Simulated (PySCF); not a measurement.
## LiGe⁺: one state, many levels of theory

State: ³Π (triplet), unpaired electrons σ ↑, π ↑. Set-up: Li jorge-DZP-DKH, Ge jorge-DZP-DKH; spin-free X2C with a Gaussian nucleus (PySCF 2.14). De refers to Li⁺ + Ge in their high-spin ground configurations, without counterpoise correction. The functionals are run spin-unrestricted. A positive dipole points towards Ge; it is taken about the centre of mass and depends on that origin.

```tsv
Level	Re (Å)	ωe (cm⁻¹)	De (eV)	μ (D)	CPU s a point (SCF and correlation, without the integrals)
UHF	2.923	228	0.76	-9.66	0.21
UHF-MP2	2.834	253	0.90	n/a	0.37
UHF-SCS-MP2	2.841	251	0.89	n/a	n/a
UHF-CCSD	2.831	255	0.93	n/a	n/a
UHF-CCSD(T)	2.828	256	0.94	n/a	6.2
PBE	2.886	225	0.91	-9.02	0.66
PW91	2.875	228	0.93	-8.97	0.48
r²SCAN	2.891	227	0.80	-9.37	0.98
PBE0	2.877	231	0.85	-9.19	1.1
BHandHLYP	2.858	235	0.84	-9.24	0.6
M06-2X	2.867	232	0.76	-9.51	1.1
ωB97X	2.882	232	0.73	-9.59	0.95
```

Question: Which functional lies closest to UHF-CCSD(T) in De, which farthest, and by how much do they differ from it?

Answer: Closest is PW91 (+4.7 pm in Re, -10.9 % in ωe, -0.01 eV in De against UHF-CCSD(T) in the same basis), farthest ωB97X (+5.4 pm in Re, -9.4 % in ωe, -0.21 eV in De). CCSD(T) converges more slowly with the basis than the functionals do and binds too weakly in this one, so the order can change at the basis-set limit.

Question: What does a quarter of exact exchange do here, going from PBE to PBE0?

Answer: PBE0 less PBE: -0.9 pm in Re, +2.7 % in ωe, -0.06 eV in De. Exact exchange removes part of the self-interaction that spreads semilocal densities, and in most molecules shortens and stiffens the bond and lowers De; so it does here.

Question: What does the step from GGA to meta-GGA do here, going from PBE to r²SCAN?

Answer: r²SCAN less PBE: +0.5 pm in Re, +0.9 % in ωe, -0.11 eV in De. 

Correlated steps freeze 9 core orbitals. Correlated levels converge slowly with the basis: in double zeta they bind strong bonds too weakly, by up to about 1 eV, and carry superposition errors of some tenths. Spin–orbit coupling is left out. For an ion De counts to the pair picked by the measured ionisation energies or electron affinities, which need not be the lowest pair at this level. The state is the lowest determinant that a PBE0 search found; another state may lie lower at other levels.

The whole job (state search and all levels along the bond) took about 2.9 min on 1 thread of Arm Neoverse V1 (shared host), peak memory 0.8 GiB.
